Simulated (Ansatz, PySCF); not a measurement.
Dimer: GeH4 (SMILES [GeH4]) (first 5 atoms) with C2H6 (SMILES CC); geometry from B3LYP-D3(BJ)/def2-TZVP, rigid monomers moved along the line of their centres of mass till Ge1···C6 is 5.32 Å.
(charge 0, multiplicity 1):
```tsv
atom	x (Å)	y (Å)	z (Å)
Ge	-0.1545	0.1485	-0.2464
H	-0.5052	-0.0597	-1.7277
H	0.4200	-1.1531	0.3312
H	-1.4220	0.5348	0.5293
H	0.8864	1.2701	-0.1198
C	0.6685	0.3873	5.0089
C	-0.2791	-0.7613	5.3416
H	1.1180	0.8058	5.9114
H	0.1464	1.1978	4.4966
H	1.4822	0.0564	4.3605
H	0.2437	-1.5703	5.8552
H	-0.7280	-1.1801	4.4393
H	-1.0921	-0.4293	5.9902
```

Monomers are frozen at their geometry in the pair; levels with a basis set take the counterpoise correction.

Frozen-core correlation. Filled d and f shells under p-block atoms count as core.

The values were computed with Ansatz (Gaussian basis) for Hartree–Fock, density functionals and correlated methods; PySCF for the dispersion terms. Values without a source in brackets are computed.

PBE/def2-TZVPPD gives -4.3 meV for the interaction energy.

How do the other levels lie against it? Give each less PBE: PBE-D3(BJ)/def2-TZVPPD, r2SCAN/def2-TZVPPD, B3LYP/def2-TZVPPD, wB97M-V/def2-TZVPPD, MP2/aug-cc-pVDZ, CCSD(T)/aug-cc-pVDZ.

PBE-D3(BJ)/def2-TZVPPD -11.3; r2SCAN/def2-TZVPPD 0.8; B3LYP/def2-TZVPPD 8.3; wB97M-V/def2-TZVPPD -7.5; MP2/aug-cc-pVDZ -6.5; CCSD(T)/aug-cc-pVDZ -6.8 meV. 2 of 6 lie above PBE; the widest gap is to PBE-D3(BJ)/def2-TZVPPD.

Ansatz is a program for electronic structure.
